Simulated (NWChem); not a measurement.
System: GaBrF$_{2}$; SMILES [F][Ga]([F])[Br]

Input file for NWChem:

```
start job
memory heap 200 mb stack 900 mb global 1100 mb
geometry units angstroms noautoz
  Ga     0.000000     0.000000     0.742528
  F      0.000000    -1.471902     1.658556
  F      0.000000     1.471902     1.658556
  Br     0.000000     0.000000    -1.499169
end
basis spherical
  Ga library sto-3g
  F library sto-3g
  Br library sto-3g
end
dft
  xc b3lyp
  iterations 150
  mulliken
end
task dft energy
```

Parts of the log:

```
             Northwest Computational Chemistry Package (NWChem) 7.3.0
             --------------------------------------------------------

 C2V symmetry detected

                             Geometry "geometry" -> ""
                             -------------------------

 Output coordinates in angstroms (scale by  1.889725989 to convert to a.u.)

  No.       Tag          Charge          X              Y              Z
 ---- ---------------- ---------- -------------- -------------- --------------
    1 Ga                  31.0000     0.00000000     0.00000000     0.73774870
    2 F                    9.0000     0.00000000    -1.47190200     1.65377670
    3 F                    9.0000     0.00000000     1.47190200     1.65377670
    4 Br                  35.0000     0.00000000     0.00000000    -1.50394830

 Effective nuclear repulsion energy (a.u.)     536.6997072800

      Symmetry information
      --------------------

 Group name             C2v
 Group number             16
 Group order               4
 No. of unique centers     3

                                 NWChem DFT Module
                                 -----------------

 Summary of "ao basis" -> "ao basis" (spherical)
 ------------------------------------------------------------------------------
       Tag                 Description            Shells   Functions and Types
 ---------------- ------------------------------  ------  ---------------------
 Ga                          sto-3g                  8       18   4s3p1d
 F                           sto-3g                  3        5   2s1p
 Br                          sto-3g                  8       18   4s3p1d

      Symmetry analysis of basis
      --------------------------

        a1         22
        a2          3
        b1          9
        b2         12

            General Information
            -------------------
          SCF calculation type: DFT
          Wavefunction type:  closed shell.
          No. of atoms     :     4
          No. of electrons :    84
           Alpha electrons :    42
            Beta electrons :    42
          Charge           :     0
          Spin multiplicity:     1
          Use of symmetry is: on ; symmetry adaption is: on
          Maximum number of iterations: 150
          AO basis - number of functions:    46
                     number of shells:    22
          Convergence on energy requested:  1.00D-06
          Convergence on density requested:  1.00D-05
          Convergence on gradient requested:  5.00D-04

              XC Information
              --------------
                         B3LYP Method XC Potential
                     Hartree-Fock (Exact) Exchange  0.200
                        Slater Exchange Functional  0.800 local
                    Becke 1988 Exchange Functional  0.720 non-local
              Lee-Yang-Parr Correlation Functional  0.810
                  VWN I RPA Correlation Functional  0.190 local

             Grid Information
             ----------------
          Grid used for XC integration:  medium
          Radial quadrature: Mura-Knowles
          Angular quadrature: Lebedev.
          Tag              B.-S. Rad. Rad. Pts. Rad. Cut. Ang. Pts.
          ---              ---------- --------- --------- ---------
          Ga                  1.30      112           7.0       590
          F                   0.50       49           8.0       434
          Br                  1.15      112           7.0       590
          Grid pruning is: on
          Number of quadrature shells:   273
          Spatial weights used:  Erf1

      Superposition of Atomic Density Guess
      -------------------------------------

 Sum of atomic energies:       -4641.38360802

      Non-variational initial energy
      ------------------------------

 Total energy =   -4641.262372
 1-e energy   =   -7590.029857
 2-e energy   =    2412.067777
 HOMO         =      -0.023460
 LUMO         =       0.137504

      Symmetry analysis of molecular orbitals - initial
      -------------------------------------------------

  Numbering of irreducible representations:

     1 a1          2 a2          3 b1          4 b2

  Orbital symmetries:

     1 a1          2 a1          3 a1          4 a1          5 b2
     6 b1          7 a1          8 a1          9 b2         10 b1
    11 a1         12 b2         13 a1         14 a1         15 b2
    16 b1         17 a1         18 a1         19 b2         20 b1
    21 a1         22 b2         23 b1         24 a1         25 a2
    26 a1         27 b2         28 a1         29 a1         30 b2
    31 a1         32 b1         33 b2         34 a2         35 a1
    36 b1         37 b2         38 a1         39 b1         40 a2
    41 a1         42 b2         43 a1         44 b1         45 b2
    46 a1

     ---------------------------------------------
      Total Density - Mulliken Population Analysis
     ---------------------------------------------

    Atom       Charge   Shell Charges
 -----------   ------   -------------------------------------------------------
    1 Ga  31    29.42   2.00  2.00  6.00  2.00  5.93  0.90  0.86  9.74
    2 F    9     9.60   2.00  1.95  5.65
    3 F    9     9.60   2.00  1.95  5.65
    4 Br  35    35.38   2.00  2.00  6.00  2.00  5.99  1.95  5.44 10.00

[...]
```

Level: B3LYP/STO-3G. The geometry was optimised at PBE0/def2-SVP.
